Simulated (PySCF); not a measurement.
## Excitation energy of Ba by level of theory

Ba [Xe] 6s2 (1S) → Ba [Xe] 5d1 6s1 (3D), as a difference of total energies. Computed with PySCF 2.14 in aug-cc-pwCVTZ-X2C (11s10p8d4f, 109 functions), with scalar relativity by spin-free X2C-1e. Correlated levels: valence and next inner shell: [Kr] 4d10 frozen. The calculations carry no spin-orbit coupling.

```csv
method,excitation energy (eV),error (eV)
UHF,0.804,-0.356
MP2 (valence and next inner shell),1.275,+0.115
SCS-MP2 (valence and next inner shell),1.399,+0.239
CCSD (valence and next inner shell),1.228,+0.068
CCSD(T) (valence and next inner shell),1.291,+0.131
```

Reference: 1.160 eV (measured; NIST levels, between the centres of gravity of the two terms).

Errors of the correlated levels include the incompleteness of this basis and the frozen core.
